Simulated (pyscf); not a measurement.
F–SiH(F)–SiH₂• (SMILES F[SiH](F)[SiH2]), doublet

Gas-phase minimum from PySCF at ωB97X-D3(BJ)/def2-SVP, one conformer. Other isomers of F–SiH(F)–SiH₂• were not searched in full and may lie lower. 

SMILES: [SiH](F)([SiH2])F
```xyz
7

F      0.0472    -0.9630     0.9881
Si     0.5443    -0.1517    -0.3242
F      1.9884     0.5018     0.0154
Si    -0.9380     1.5784    -0.7097
H      0.7493    -1.1460    -1.4063
H     -2.3451     1.1267    -0.9087
H     -0.5071     2.4886    -1.8096
```
Charge 0, spin multiplicity 2.

Bonds (Å): F1–Si2 1.621, Si2–F3 1.621, Si2–Si4 2.311, Si2–H5 1.484, Si4–H6 1.491, Si4–H7 1.491. Angles (°): F1–Si2–F3 107.8, F1–Si2–Si4 108.2, F1–Si2–H5 107.3, F3–Si2–Si4 107.7, F3–Si2–H5 107.4, Si4–Si2–H5 117.9, Si2–Si4–H6 113.6, Si2–Si4–H7 113.2, H6–Si4–H7 111.0.

Properties at ωB97X-D3(BJ)/def2-SVP:

```yaml
harmonic_wavenumbers_unscaled: 104, 155, 214, 314, 456, 509, 519, 823, 839, 869, 928, 967, 2246, 2264, 2290 cm⁻¹
zero_point_energy: 19.3 kcal/mol
rotational_symmetry_number: 1
Entropy of this conformer at 298 K and 1 atm, rigid rotor and harmonic oscillator, modes under 100 cm⁻¹ raised to 100: 332.9 J/(mol K)
dipole_moment: 1.77 D
Spin expectation value S2: 0.752
```

Single-point totals, which compare only within one level (frozen core for MP2 and CC):

```tsv
level	total energy (hartree)
ωB97X-D3(BJ)/def2-TZVP	-780.71974
PBE/def2-TZVP	-780.16936
r²SCAN/def2-TZVP	-780.53048
B3LYP-D3(BJ)/def2-TZVP	-780.71592
PBE0-D3(BJ)/def2-TZVP	-780.23039
M06-2X/def2-TZVP	-780.54990
ωB97M-D3(BJ)/def2-TZVP	-780.77347
UHF/def2-TZVPP	-778.69696
MP2/def2-TZVPP	-779.41636
CCSD/def2-TZVPP	-779.44788
CCSD(T)/def2-TZVPP	-779.47062
```

Soft torsions are taken as harmonic, which can shift the entropy by several J/(mol K). The CCSD(T) − MP2 part came from Ansatz, without density fitting, on the same reference.
